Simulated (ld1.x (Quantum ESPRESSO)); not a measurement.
Mo (Z = 42): excitation energies, all-electron against PAW

molybdenum (Mo), PAW, made with ld1.x (Quantum ESPRESSO) 7.5 (LDA (PZ), fully relativistic). Core [Ar] 3d10, reference 4s2 4p6 4d5 5s0.5 5p0.5. Waves: 4s (bound): rcut 1.65, rcutus 1.95 bohr; 5s (bound): rcut 1.65, rcutus 1.95 bohr; 4p (bound): rcut 1.65, rcutus 1.95 bohr; 5p (bound): rcut 1.65, rcutus 1.95 bohr; 4d (bound): rcut 1.50, rcutus 2.05 bohr; 4d channel at 0.6 Ry: rcut 1.50, rcutus 2.05 bohr. Local part: all-electron potential smoothed inside 1.60 bohr (lloc = -1). Core correction: Bessel-smoothed model core, default radius (core density twice the valence density). Augmentation charge: PSQ, inside the norm-conserving radii.

Open shells are filled in proportion to 2j + 1 (rel_dist='average').

Energies are relative to the spin-unpolarised reference configuration 4s2 4p6 4d5 5s0.5 5p0.5; without spin polarisation the order of configurations can differ from experiment.

Give the all-electron excitation energy and the error of the potential for: 4s2 4p6 4d5 5s1 5p0; 4s2 4p6 4d5 5s0 5p0; 4s2 4p6 4d4 5s0 5p0; 4s2 4p6 4d3 5s0 5p0; 4s2 4p5 4d5 5s1 5p0; 4s2 4p6 4d4 5s1 5p1; 4s2 4p6 4d4 5s2 5p0.

| valence configuration | charge | ΔE all-electron (eV) | error AE − PS (meV) |
| --- | --- | --- | --- |
| 4s2 4p6 4d5 5s1 5p0 | 0 | -1.597 | +0.3 |
| 4s2 4p6 4d5 5s0 5p0 | +1 | 5.589 | +0.3 |
| 4s2 4p6 4d4 5s0 5p0 | +2 | 21.291 | +0.5 |
| 4s2 4p6 4d3 5s0 5p0 | +3 | 48.250 | +5.4 |
| 4s2 4p5 4d5 5s1 5p0 | +1 | 42.541 | +11 |
| 4s2 4p6 4d4 5s1 5p1 | 0 | 2.159 | +1.3 |
| 4s2 4p6 4d4 5s2 5p0 | 0 | -1.459 | +6.0 |

The ghost test of this file was not conclusive.
